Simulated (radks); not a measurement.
Q: All-electron atom: Tm in [Xe] 4f13 6s2 (the NIST ground configuration). All-electron calculation, Dirac Kohn-Sham, BP86, spin-unpolarised, spherical densities, point nucleus; open shells fill j = l - 1/2 first. Program: a radial shooting solver on a logarithmic mesh with Libxc functionals. Some entries of the table are withheld. Estimate them.

orbital  occ.  eigenvalue (Ry)  <r^2> (bohr^2)  <1/r> (bohr^-1)
1s1/2       2        -4353.134       0.0005483            79.13
2s1/2       2        -733.9817        0.008454            19.06
2p1/2       2        -699.5613        0.006088            19.03
2p3/2       4        -627.4855        0.007303            16.42
3s1/2       2        -164.9585         0.05569            6.981
3p1/2       2        -149.8196         0.05147            6.896
3p3/2       4        -134.6016         0.05827            6.228
3d3/2       4        -108.7884         0.04577            6.114
3d5/2       6        -105.4634         0.04765            5.952
4s1/2       2        -32.49609          0.2799            2.921
4p1/2       2        -26.41002          0.2919            2.810
4p3/2       4        -22.97468          0.3297            2.579
4d3/2       4        -12.96793          0.3712            2.356
4d5/2       6        -12.34320          0.3862            2.299
5s1/2       2         -3.92382           1.710              (1)
5p1/2       2              (2)           2.219              (3)
5p3/2       4              (4)           2.615              (5)
6s1/2       2         -0.29575           17.75           0.3181
4f5/2       6              (6)          0.8943            1.704
4f7/2       7              (7)          0.9733            1.669

A: 
(1) 5s1/2 <1/r> (bohr^-1): 1.085
(2) 5p1/2 eigenvalue (Ry): -2.28510
(3) 5p1/2 <1/r> (bohr^-1): 0.9474
(4) 5p3/2 eigenvalue (Ry): -1.86555
(5) 5p3/2 <1/r> (bohr^-1): 0.8635
(6) 4f5/2 eigenvalue (Ry): -0.28333
(7) 4f7/2 eigenvalue (Ry): -0.19549
